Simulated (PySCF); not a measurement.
# Worked example: oscillator strength and radiative lifetime

CH₄F₂SeSi, SMILES F[Si]([SeH])(C)F.

Geometry: PBE0-D3(BJ)/def2-SVP. The structure was generated by enumeration, and PubChem lists no compound with its InChIKey, so it may never have been made. One conformer was computed; it need not be the lowest.

TDA-CAM-B3LYP/def2-SVPD (PySCF) puts the first singlet state with f over 0.02 at 6.24 eV (vertical), with the transition dipole (0.341, 0.451, 0.299) in atomic units.

Q: Find the oscillator strength, the wavelength and the radiative lifetime that this transition would have in vacuum if emission retraced absorption.

A: 
|μ|² = 0.4091 au, so |μ| = 1.63 D. ΔE = 6.24/27.211 = 0.2293 hartree. f = (2/3) ΔE |μ|² = 0.063 (the program prints 0.062).
λ = 1239.84/6.24 = 199 nm; ν = 50329 cm⁻¹.
Einstein's coefficient A = 0.6670 ν² f s⁻¹ (ν in cm⁻¹) = 1.1e8 s⁻¹, so τ = 1/A = 9.5 ns. This state is S2; the lower singlet has f = 0.004. The figure is the radiative limit of this one transition; relaxation, internal conversion, crossing to triplets and a medium change what is measured.
